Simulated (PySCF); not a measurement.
A structure optimised at PBE0-D3(BJ)/def2-SVP, used in a PySCF frequency run:

```
C
H 1 1.0986
H 1 1.0990 2 107.89
H 1 1.0990 2 107.89 3 -118.26
S 1 1.8336 2 106.68 3 120.87
Mg 5 2.2948 1 103.19 2 180.00
F 6 1.7580 1 147.09 2 180.00
```
Charge 0, spin multiplicity 1.

Problem. Write its SMILES, formula and point group.

Solution. C[S][Mg][F], CH3FMgS, Cs

Problem. What are its rotational constants (standard atomic weights)?

Solution. 14.767, 1.7957, 1.6177 GHz
